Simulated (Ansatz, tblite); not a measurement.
Cost and result up the ladder for the cluster PtS2⁻ (the lowest doublet isomer of a short search) (3 atoms). Charge -1, multiplicity 2. Geometry: PBE0-D4/def2-TZVPD.

```csv
atom,x (Å),y (Å),z (Å)
Pt1,0.237,0.175,0.122
S2,-1.183,0.136,1.681
S3,0.945,-0.311,-1.804
```

Ansatz on 4 threads of Arm Neoverse V1 on a shared host; xTB runs through tblite on one thread. Times are rough, summed over both states, and most runs start from the orbitals of an earlier one. No level here is sound enough to serve as a yardstick. The other state is a singlet.

In the def2 sets Pt takes a core potential; there is no spin–orbit coupling. The xTB rows come from tblite. The structure comes from a short search, and lower isomers may exist.

Run but left out: HF/def2-TZVPPD, MP2/def2-TZVPPD, CCSD/def2-TZVPPD, CCSD(T)/def2-TZVPPD (flagged by the program: large difference).

Raw xTB energies of ions are shifted by several eV, and xTB has no spin-polarisation term.

```csv
level,functions,wall time,vertical IE (eV),remarks
GFN1-xTB,27,0.006 s,7.05,–
GFN2-xTB,27,0.006 s,7.53,–
PBE-D4/def2-TZVPD,135,3.5 s,2.94,restricted SCF unstable in HF (singlet)
PBE0-D4/def2-TZVPD,135,8 s,3.30,restricted SCF unstable in HF (singlet)
r2SCAN-D4/def2-TZVPD,135,13 s,3.11,restricted SCF unstable in HF (singlet)
```
